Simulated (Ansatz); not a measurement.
```yaml
crystal:
  periodic: [false, false, false]
  atoms:
    - {symbol: C, position_ang: [0.490374, 1.288659, 0.768945]}
    - {symbol: C, position_ang: [0.106445, 0.332971, -0.045020]}
    - {symbol: C, position_ang: [-0.267273, -0.762961, -0.663353]}
    - {symbol: S, position_ang: [-0.628417, -2.210148, -0.516744]}
    - {symbol: Br, position_ang: [-0.231972, -0.144235, -2.743231]}
    - {symbol: H, position_ang: [1.543484, 1.460836, 1.280372]}
    - {symbol: H, position_ang: [-0.405582, 1.974032, 1.260663]}
    - {symbol: H, position_ang: [-0.522200, -2.037061, 0.798357]}
basis:
  gaussian: {orbitals: cc-pVTZ}
total_charge: 1
magnetization: {spin_polarized: true, initial_magnetization: 1}
hamiltonian: {xc: {name: wB97X-D}}
accuracy: high
```

```sh
$ ansatz run in.yaml --threads 4 --pin off --events-out ev --progress --plain --max-ram 10444MiB
```

Output, abridged:

```
Error: YAML parse error: error: line 16 column 19: hamiltonian.xc: no functional is named "wB97X-D"; the names, which are not case-sensitive, are SVWN5, SPW92, PBE, PBE0, PBEsol, revPBE, revPBE0, RPBE, rPW86-PBE, HSE06, wPBEh, LC-wPBE, HISS, HF, BLYP, B3LYP, B3LYP5, BHLYP, CAM-B3LYP, r2SCAN, r2SCANh, r2SCAN0, r2SCAN50, m-r2SCAN, B97, wB97, wB97X, wB97X-V, B97M-V, wB97M-V, B2PLYP, B2GP-PLYP, PBE0-DH, PBE-QIDH
  --> <input>:16:19
   |
14 | total_charge: 1
15 | magnetization: {spin_polarized: true, initial_magnetization: 1}
16 | hamiltonian: {xc: {name: wB97X-D}}
   |                   ^ hamiltonian.xc: no functional is named "wB97X-D"; the names, which are not case-sensitive, are SVWN5, SPW92, PBE, PBE0, PBEsol, revPBE, revPBE0, RPBE, rPW86-PBE, HSE06, wPBEh, LC-wPBE, HISS, HF, BLYP, B3LYP, B3LYP5, BHLYP, CAM-B3LYP, r2SCAN, r2SCANh, r2SCAN0, r2SCAN50, m-r2SCAN, B97, wB97, wB97X, wB97X-V, B97M-V, wB97M-V, B2PLYP, B2GP-PLYP, PBE0-DH, PBE-QIDH
17 | accuracy: high
   |
```

Question: What is wrong with this run?

Answer: The method's name isn't one that the program takes here. The input was rejected before any iteration.

HSE06 is defined as in plane-wave codes.
